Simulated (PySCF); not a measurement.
C6H12, charge +1, multiplicity 2. Atoms are numbered in the order given.

```xyz
18

C      1.5164     0.2347     0.0000
C      0.6906    -0.2657     1.2234
C     -0.6906     0.2657     1.2234
C     -1.5164    -0.2347     0.0000
C     -0.6906     0.2657    -1.2234
C      0.6906    -0.2657    -1.2234
H      1.5850     1.3323     0.0000
H      2.5300    -0.1862     0.0000
H      1.2891     0.1524     2.0688
H      0.7216    -1.3629     1.2937
H     -0.7216     1.3629     1.2937
H     -1.2891    -0.1524     2.0688
H     -2.5300     0.1862     0.0000
H     -1.5850    -1.3323     0.0000
H     -1.2891    -0.1524    -2.0688
H     -0.7216     1.3629    -1.2937
H      0.7216    -1.3629    -1.2937
H      1.2891     0.1524    -2.0688
```
Charge +1, spin multiplicity 2.

Geometry optimised at PBE0-D3(BJ)/def2-SVP. The geometry has at least one imaginary mode, so it is a saddle point at that level. The spin state was assumed, not searched. The values are those of a single conformer.

Computed with PBE0/def2-TZVP in PySCF.

The total energy is -235.31130 hartree. The point group comes out as C2h. The α spin, highest occupied and lowest empty level comes out as -13.51 and -3.39 eV. The β spin, highest occupied and lowest empty level is -14.39 and -11.04 eV, the dipole moment about the centre of nuclear charge comes out as 0.00 D and the mean static polarisability is 77.3 bohr³ (11.46 Å³). The polarisability, principal values is 56.0, 85.4, 90.6 bohr³. The ⟨S²⟩ comes out as 0.753 (pure state 0.75).
